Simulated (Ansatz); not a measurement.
## GeH2 (SMILES [GeH2]): methods side by side

GeH2 has 3 atoms, charge 0, and is taken as a singlet. As SMILES, `[GeH2]`. The coordinates come from a PBE0-D4/def2-TZVP relaxation.

```xyz
3

Ge   -0.5701    0.4051   -0.2637
H     0.7830    0.7436    0.5090
H    -0.2129   -1.1487   -0.2453
```

Each level gives the energy change with the Ge1–H3 bond stretched from 1.594 to 3.986 Å (eV). The values are calculated.

| level | kind | program | value (eV) |
| --- | --- | --- | --- |
| HF/STO-3G (restricted) | Hartree–Fock | Ansatz | 9.14 |
| SVWN5/STO-3G (restricted) | LDA | Ansatz | 6.54 |
| BLYP/STO-3G (restricted) | GGA | Ansatz | 6.13 |
| PBE/STO-3G (restricted) | GGA | Ansatz | 6.27 |
| revPBE/STO-3G (restricted) | GGA | Ansatz | 6.16 |
| r2SCAN/STO-3G (restricted) | meta-GGA | Ansatz | 6.65 |
| B3LYP/STO-3G (restricted) | global hybrid | Ansatz | 6.84 |
| BHLYP/STO-3G (restricted) | global hybrid | Ansatz | 7.77 |
| PBE0/STO-3G (restricted) | global hybrid | Ansatz | 7.10 |
| r2SCAN0/STO-3G (restricted) | hybrid meta-GGA | Ansatz | 7.30 |

All-electron rows without a relativistic Hamiltonian named are non-relativistic. The first shape isn't each level's own minimum. The values span 6.13 to 9.14 eV. All rows use very small basis sets, so none should be taken for the real molecule's value.
